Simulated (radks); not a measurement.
The numbers below are computed, except where a source is named.
Species: O+. Configuration: [He] 2s2 2p3. Code: a radial shooting solver on a logarithmic mesh with Libxc functionals. Model: scalar-relativistic Kohn-Sham, r2SCAN, spin-polarised, spherical densities, finite nucleus; open shells are filled with parallel spins first; meta-GGA in the generalised Kohn-Sham scheme; Fermi nuclear charge, rms radius 2.6991 fm.

Normalised radial functions P(r) = r R(r), r in bohr:

| r | 1s up | 2s up | 2p up |
|---|---|---|---|
| 0.01056 | 0.4199 | 0.1048 | 0.0018 |
| 0.01442 | 0.5559 | 0.1387 | 0.0034 |
| 0.0197 | 0.7277 | 0.1814 | 0.0061 |
| 0.02691 | 0.9382 | 0.2333 | 0.0111 |
| 0.03706 | 1.1912 | 0.2949 | 0.0203 |
| 0.05063 | 1.4608 | 0.3584 | 0.0358 |
| 0.06917 | 1.7233 | 0.4154 | 0.0623 |
| 0.0945 | 1.9297 | 0.4482 | 0.1056 |
| 0.1291 | 2.0143 | 0.4307 | 0.1736 |
| 0.1764 | 1.9136 | 0.3314 | 0.2741 |
| 0.241 | 1.6024 | 0.1257 | 0.4102 |
| 0.3292 | 1.1326 | -0.1872 | 0.5776 |
| 0.4497 | 0.6385 | -0.5570 | 0.7520 |
| 0.6144 | 0.2709 | -0.8724 | 0.8870 |
| 0.8394 | 0.0777 | -1.0025 | 0.9186 |
| 1.156 | 0.0124 | -0.8800 | 0.8062 |
| 1.579 | 0.0010 | -0.5850 | 0.5815 |
| 2.157 | 0.0000 | -0.2799 | 0.3260 |
| 2.947 | 0.0000 | -0.0873 | 0.1315 |
| 4.026 | 0.0000 | -0.0155 | 0.0345 |

1s up: eigenvalue -539.10 eV, 0 radial nodes, <r> = 0.200 bohr, 90 % of the charge inside 0.358 bohr. 2s up: eigenvalue -43.571 eV, 1 radial node at r = 0.276 bohr, <r> = 1.07 bohr, 90 % of the charge inside 1.69 bohr. 2p up: eigenvalue -27.293 eV, 0 radial nodes, <r> = 1.08 bohr, 90 % of the charge inside 1.81 bohr.
